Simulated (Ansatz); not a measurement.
CHBFNSe, SMILES `FC1=NB[Se]1`, 6 atoms. Total charge 0; spin multiplicity 1. Correlated methods include outer-core shells of Se, which these sets cover unevenly. Scalar relativity is left out up to krypton. All runs use 2 threads of an Arm Neoverse V1 on a shared host. Correlated methods freeze the cores.

Task: Give the basis size and wall time and peak host memory of each of these runs in Ansatz. RKS revPBE-D4/def2-TZVPP energy; RHF-CCSD(T)/def2-TZVPP energy; RKS PBE0-D4/def2-SVP energy; RKS PBE-D4/def2-TZVPP energy and forces; RKS r2SCAN0-D4/def2-TZVPP energy; RHF-MP2/def2-QZVPP energy; RKS ωB97M-V/def2-SVP energy; RHF-CCSD(T)/def2-SVP energy; RKS ωB97M-V/def2-QZVPP energy; RKS PBE0-D4/def2-QZVPP energy; RKS PBE0-D4/def2-TZVP relaxation (7 steps); direct RPA on PBE orbitals/def2-TZVPP energy. (Estimate.)

Result: Computed: Other jobs shared the machine, so times are rough.

```json
{"level": "RKS PBE0-D4/def2-SVP", "job": "energy", "functions": "93", "wall time": "1.6 s", "peak host memory (GiB)": "0.37"}
{"level": "RKS revPBE-D4/def2-TZVPP", "job": "energy", "functions": "186", "wall time": "2.5 s", "peak host memory (GiB)": "0.21"}
{"level": "RKS PBE-D4/def2-TZVPP", "job": "energy and forces", "functions": "186", "wall time": "3 s", "peak host memory (GiB)": "0.21"}
{"level": "direct RPA on PBE orbitals/def2-TZVPP", "job": "energy", "functions": "186", "wall time": "6 s", "peak host memory (GiB)": "0.37"}
{"level": "RKS r2SCAN0-D4/def2-TZVPP", "job": "energy", "functions": "186", "wall time": "7 s", "peak host memory (GiB)": "0.46"}
{"level": "RKS ωB97M-V/def2-SVP", "job": "energy", "functions": "93", "wall time": "7 s", "peak host memory (GiB)": "0.37"}
{"level": "RHF-CCSD(T)/def2-SVP", "job": "energy", "functions": "93", "wall time": "7.5 s", "peak host memory (GiB)": "0.37"}
{"level": "RKS PBE0-D4/def2-QZVPP", "job": "energy", "functions": "347", "wall time": "9.5 s", "peak host memory (GiB)": "1"}
{"level": "RHF-MP2/def2-QZVPP", "job": "energy", "functions": "347", "wall time": "23 s", "peak host memory (GiB)": "1.5"}
{"level": "RKS ωB97M-V/def2-QZVPP", "job": "energy", "functions": "347", "wall time": "25 s", "peak host memory (GiB)": "1.1"}
{"level": "RKS PBE0-D4/def2-TZVP", "job": "relaxation (7 steps)", "functions": "178", "wall time": "41 s", "peak host memory (GiB)": "0.42"}
{"level": "RHF-CCSD(T)/def2-TZVPP", "job": "energy", "functions": "186", "wall time": "2.1 min", "peak host memory (GiB)": "2.1"}
```
